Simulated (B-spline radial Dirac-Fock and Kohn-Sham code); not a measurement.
These are calculated numbers from a radial B-spline solver; the model is ΔSCF Dirac-Fock with Breit, self-energy and vacuum polarisation, finite nucleus, configuration average. Free neutral atoms.

Question: Order these X-ray lines by photon energy, lowest first.
A. Sn Mγ
B. Ga Lα1
C. Ti Lβ3
D. Cs Mζ1
E. La Mζ2
F. V Lγ5

Answer: F (526.8 eV), C (529.2 eV), D (555.1 eV), E (628.9 eV), A (694.1 eV), B (1100.1 eV).
